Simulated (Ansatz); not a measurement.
`[I][Ga]1[CH2]C[O]1`, relaxed with RKS PBE0-D4/def2-TZVP in Ansatz 0.2.0 from a GFN2-xTB geometry. The force threshold is 0.005 eV/Å; the program also tests the step.

Charge 0, multiplicity 1. I takes the def2 core potential.

Start:

```xyz
9

I    -3.263   -0.706   -2.101
Ga   -1.179   -0.367   -0.738
C     0.554   -0.768    0.317
C     0.587    0.767    0.403
O    -0.557    1.273   -0.276
H     1.378   -1.206   -0.246
H     0.442   -1.272    1.277
H     1.483    1.171   -0.078
H     0.554    1.109    1.441
```

Q: By how much does the energy fall, and how many steps does the optimiser take? (Estimate.)

A: Computed: 0.09 eV, in 5 steps, 1 of them rejected.

Q: Which bonds change most? (Estimate.)

A: Computed: Ga2–C3 from 2.068 to 1.977 Å; I1–Ga2 from 2.513 to 2.458 Å; C4–O5 from 1.423 to 1.434 Å.

Q: Give the relaxed structure. (An estimate is asked.)

A: Ansatz gave: 
```xyz
9

I    -3.162   -0.867   -2.023
Ga   -1.150   -0.289   -0.734
C     0.490   -0.741    0.274
C     0.606    0.789    0.416
O    -0.523    1.352   -0.264
H     1.282   -1.218   -0.303
H     0.337   -1.286    1.205
H     1.530    1.164   -0.037
H     0.590    1.095    1.467
```
